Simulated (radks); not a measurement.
Initial-state core-level shifts of the bismuth ion Bi3+ when its valence configuration changes from [Hg]. All-electron calculation, scalar-relativistic Kohn-Sham, r2SCAN, spin-unpolarised, spherical densities, finite nucleus; meta-GGA in the generalised Kohn-Sham scheme; Fermi nuclear charge, rms radius 5.5211 fm. Program: a radial shooting solver on a logarithmic mesh with Libxc functionals. Shifts are changes of the shell-averaged eigenvalues in eV (positive: less bound); the change of the density at the nucleus, which sets a Mossbauer isomer shift, is in e/bohr^3, on a base of 3.212e+06.

| valence | 3p | 3d | 4p | 5s | density at nucleus |
|---|---|---|---|---|---|
| [Xe] 4f14 5d9 6s2 6p1 | -7.177 | -7.203 | -7.043 | -6.482 | +76.2 |
| [Xe] 4f14 5d9.5 6s2 6p0.5 | -3.585 | -3.598 | -3.522 | -3.252 | +36.9 |
| [Xe] 4f13.5 5d9.5 6s2 6p1 | -16.565 | -16.542 | -14.431 | -9.034 | +192.0 |
| [Xe] 4f14 5d10 6s1 6p1 | -1.807 | -1.805 | -1.807 | -1.798 | -392.0 |
| [Xe] 4f13 5d10 6s2 6p1 | -26.085 | -26.014 | -21.859 | -11.568 | +309.1 |
| [Xe] 4f14 5d10 6p2 | -3.571 | -3.567 | -3.573 | -3.555 | -789.2 |
| [Xe] 4f13 5d10 6s1 6p2 | -27.845 | -27.772 | -23.616 | -13.308 | -111.1 |
| [Xe] 4f11 5d10 6s1 6p4 | -82.509 | -82.335 | -68.529 | -36.555 | +495.1 |
| [Xe] 4f14 5d9.5 6s1.5 6p1 | -4.479 | -4.491 | -4.415 | -4.139 | -163.0 |
